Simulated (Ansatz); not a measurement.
C2H8BClSi (SMILES CB(C)[SiH2]Cl), singlet, at a GFN2-xTB geometry; SC-NEVPT2/STO-3G, CASSCF(4,6) run with Ansatz (an electronic-structure program).

Here is a job for Ansatz.
Ansatz 0.2 input:
```yaml
crystal:
  periodic: [false, false, false]
  atoms:
    - {symbol: Si, position_ang: [0.67805305, 0.09607684, -0.79357225]}
    - {symbol: Cl, position_ang: [1.74630913, 0.50393760, 0.91097509]}
    - {symbol: B, position_ang: [-1.17547673, -0.31025439, -0.25456979]}
    - {symbol: C, position_ang: [-2.20687041, 0.85785707, -0.03110930]}
    - {symbol: C, position_ang: [-1.63215254, -1.79572255, -0.00966688]}
    - {symbol: H, position_ang: [1.44372510, -0.97427916, -1.45114719]}
    - {symbol: H, position_ang: [0.88389111, 1.28101481, -1.64119489]}
    - {symbol: H, position_ang: [-1.76379349, 1.74492374, 0.41935679]}
    - {symbol: H, position_ang: [-2.57254307, 1.17849339, -1.00935203]}
    - {symbol: H, position_ang: [-3.08262155, 0.58158761, 0.55340618]}
    - {symbol: H, position_ang: [-2.71088688, -1.94072202, 0.00866271]}
    - {symbol: H, position_ang: [-1.26276347, -2.09627988, 0.97382580]}
    - {symbol: H, position_ang: [-1.20348415, -2.50828858, -0.71261656]}
basis:
  gaussian:
    orbitals: STO-3G
magnetization: {spin_polarized: false}
correlation: {method: sc_nevpt2, electrons: all, active_space: {window: {electrons: 4, orbitals: 6}}}
```

It wrote (shortened):

```
Functional definition: HF
504 factors; integrals over basis functions are off by at most 1.0e-4 eV
mean field evaluation 1: about -22967.3524 eV, gradient 1.8e1 eV
mean field evaluation 2: about -22967.4946 eV, gradient 1.8e1 eV
mean field evaluation 4: about -22969.1406 eV, gradient 9.1e-1 eV
mean field evaluation 8: about -22969.1445 eV, gradient 2.2e-6 eV
mean field -22969.14452902 eV, -844.1004923962 hartree, gradient 1.2e-6 eV, S^2 0.000000; 0 other end points of the search recorded, 0 dependent functions left out
reference -22969.14452902 eV, -844.1004923962 hartree; 28, 28 occupied and 13, 13 virtual orbitals, 504 factors
state -22970.05351174 eV, -844.1338968948 hartree
state -22970.05351174 eV, -844.1338968948 hartree; corrected -22974.23904620 eV, -844.2877124494 hartree
state -22969.86315868 eV, -844.1269015491 hartree
state -22969.86315868 eV, -844.1269015491 hartree; corrected -22974.17040182 eV, -844.2851898147 hartree
state -22970.05351174 eV, -844.1338968948 hartree; corrected -22974.23904620 eV, -844.2877124494 hartree
state -22969.96134695 eV, -844.1305099015 hartree
state -22969.96134695 eV, -844.1305099015 hartree; corrected -22974.23967395 eV, -844.2877355188 hartree
state -22969.96134695 eV, -844.1305099015 hartree; corrected -22974.23967395 eV, -844.2877355188 hartree
the orbitals are reached from a further start. From the first start the search ends at -22969.86314160 eV, -844.1269009213 hartree
WARN: the results are in doubt because another end's mean lies 0.092 eV lower, and its corrected mean 0.001 eV higher
Total energy: -22974.23967395 eV, -844.2877355188 hartree
In doubt: another end's mean lies 0.092 eV lower, and its corrected mean 0.001 eV higher
```
